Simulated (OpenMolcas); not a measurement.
**Levels of Ga III by method**

```yaml
Program: OpenMolcas
Basis: ANO-RCC-VTZP [6s5p3d1f]
Scalar_Hamiltonian: X2C, point nucleus
Active_space: 1 electron in 8 orbitals (4s 4p 5s 5p)
State_averaging: 2S+1 = 2 even, 1 root; 2S+1 = 2 odd, 3 roots
Spin-orbit_coupling: RASSI with atomic mean-field integrals over the reference wave functions, term energies averaged over their components
```

Methods on the same reference wave functions:
A. CASSCF
B. SS-CASPT2, IPEA 0.25 Eh, imaginary shift 0.1 Eh (closed shells correlated: 3d)

Energies in cm⁻¹ above 4s ²S_1/2, the measured ground level; measured values from Shirai, Reader, Kramida and Sugar, J. Phys. Chem. Ref. Data 36, 509 (2007).

| Level | A | B | Measured |
| --- | --- | --- | --- |
| 4s ²S_1/2 | 0.0 | 0.0 | 0.0 |
| 4p ²P°_1/2 | 62882 | 65180 | 65169 |
| 4p ²P°_3/2 | 64263 | 66561 | 66888 |

Deviations, from unrounded energies. A percentage is the sum of absolute deviations over the sum of measured energies, with the sign that they share, or ± where signs differ.

```tsv
Against measurement	Levels	A	B
mean absolute deviation (cm-1)	2	2500	170
other configurations (%)	2	-3.7	±0.3
```

B lies closest to measurement on these levels. The largest miss of B in the table is 4p ²P°_3/2, by -330 cm-1. The ranking rests on the paired levels alone, and a cruder setting can come out closer through cancelling errors.

The lowest spin-free term lies below A's lowest term by 0.376 hartree in B.

With one active electron outside closed inactive shells, the extra shells (5p 5s) add no correlation to the reference. With one active electron the reference holds no correlation, so core polarisation is missing (holds for A). With one active electron, CASPT2 adds the correlation within the correlated inactive shells and between them and that electron, and leaves the splitting within a term as the reference gives it (holds for B). Measured partners are found by configuration, term and J. A level has none where our copy of the source lacks it or the pairing is in doubt (some pairs that miss far off the trend of their configuration count as doubtful), and it then counts in no deviation. Levels of configurations outside the active space are missing.

° marks odd parity.
